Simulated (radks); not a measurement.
Initial-state core-level shifts of the argon ion Ar2+ when its valence configuration changes from [Ne] 3s2 3p4. Method: scalar-relativistic Kohn-Sham, r2SCAN, spin-polarised, spherical densities, finite nucleus; open shells are filled with parallel spins first; meta-GGA in the generalised Kohn-Sham scheme; Fermi nuclear charge, rms radius 3.4274 fm; computed with a radial shooting solver on a logarithmic mesh with Libxc functionals. Shifts are changes of the shell-averaged eigenvalues in eV (positive: less bound); the change of the density at the nucleus, which sets a Mossbauer isomer shift, is in e/bohr^3, on a base of 4352.

valence	1s	2s	2p	density at nucleus
3s1 3p5	-1.334	-1.296	-1.295	-18.6344
3s1.5 3p4.5	-0.662	-0.644	-0.643	-9.3726
3p6	-2.773	-2.686	-2.686	-38.2093
3s0.5 3p5.5	-2.107	-2.038	-2.038	-28.4674
